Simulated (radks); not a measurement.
The numbers below are computed, except where a source is named.
Numerical settings for the ytterbium ion Yb3+, [Xe] 4f13. Level of theory: scalar-relativistic Kohn-Sham, PBE, spin-polarised, spherical densities, finite nucleus; open shells are filled with parallel spins first (spin-orbit coupling, left out, can overturn this in heavy ions); Fermi nuclear charge, rms radius 5.3108 fm (a radial shooting solver on a logarithmic mesh with Libxc functionals). The defaults (mesh step 0.008 in ln r, mesh end at 40 bohr or more with all orbitals vanishing there, Anderson mixing 0.5 over 9 steps, residual threshold near 1e-9 with the energy settled to 1e-9 hartree or 1e-11 of itself, here a cap of 52 iterations) give E = -14056.4820 hartree and 4f at -35.573 eV in 16 iterations. Run on one thread of a shared host, so times are rough (Arm Neoverse V1): 0.28 s of CPU time, 0.28 s wall, 16 iterations on 2213 mesh points. Changes against that run (0 stands for a change within the tolerance of the run):

setting,iterations,converged,E (mhartree),e(4f) (meV),CPU (s)
mesh step in ln r 0.12,4,no,diverged,-,0.01
mesh step in ln r 0.03,16,yes,-0.00275,0,0.09
mesh step in ln r 0.02,16,yes,0,0,0.13
mesh end (bohr) 5,16,yes,+0.471,+21.9,0.26
mesh end (bohr) 1,15,level above zero,+1.83e+05,+2.94e+05,0.2
residual threshold 1e-05,11,yes,0,+0.198,0.22
residual threshold 0.01,11,yes,0,+0.198,0.22
mixing 0.2,19,yes,0,0,0.32
"linear mixing, mixing 0.05",52,no,-18.3,-1.77e+03,0.9
"linear mixing, mixing 0.2",52,no,-0.000563,-0.122,0.79
mixing history 2,24,yes,0,0,0.37
iteration cap 5,5,no,+11,+1.25e+03,0.11

Settled on a wrong energy, with an occupied level pushed above zero by the early mesh end: mesh end (bohr) 1 (+183 hartree). Apart from these: no run marked as converged misses the energy by more than 1 mhartree. A mesh that ends early acts as a hard wall.
